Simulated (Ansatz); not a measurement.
CH$_{5}$AlFPS. Total charge 0; spin multiplicity 1. The bonds changed during the relaxation, so this is another structure than the one it started from. The geometry is a stationary point of PBE0-D4/def2-TZVP. It is one conformer, not always the lowest.

```xyz
10

F     0.890    1.296    1.875
C     0.655    0.464    0.816
Al   -0.275   -1.273    1.040
S    -1.045    0.871    0.094
P    -0.804    0.661   -2.001
H     1.376    0.681    0.026
H    -0.121   -2.317   -0.142
H    -0.997   -1.536    2.420
H     0.246    1.607   -2.146
H     0.075   -0.455   -1.982
```

Question: What is the dipole moment at B3LYP/def2-TZVPP? (Best estimate.)

Answer: Computed: 2.46 D, with components (0.88, 0.18, -2.29) D in this frame, pointing from negative to positive charge.

Question: And with PBE, r2SCAN, ωB97M-V? (Best estimate.)

Answer: The calculation gave: PBE 2.36 D, r2SCAN 2.43 D, ωB97M-V 2.49 D.

Question: Give the Mulliken charges with B3LYP, r2SCAN, ωB97M-V in def2-TZVPP. (Estimate.)

Answer: Computed: 
| atom | B3LYP | r2SCAN | ωB97M-V |
| --- | --- | --- | --- |
| F1 | -0.22 | -0.21 | -0.20 |
| C2 | 0.02 | 0.02 | -0.05 |
| Al3 | 0.37 | 0.43 | 0.31 |
| S4 | -0.10 | -0.10 | -0.05 |
| P5 | 0.03 | 0.06 | -0.04 |
| H6 | 0.10 | 0.07 | 0.12 |
| H7 | -0.16 | -0.17 | -0.13 |
| H8 | -0.14 | -0.16 | -0.11 |
| H9 | 0.04 | 0.03 | 0.08 |
| H10 | 0.06 | 0.04 | 0.09 |

B3LYP here is the variant with VWN-RPA as its local correlation; programs differ in this.
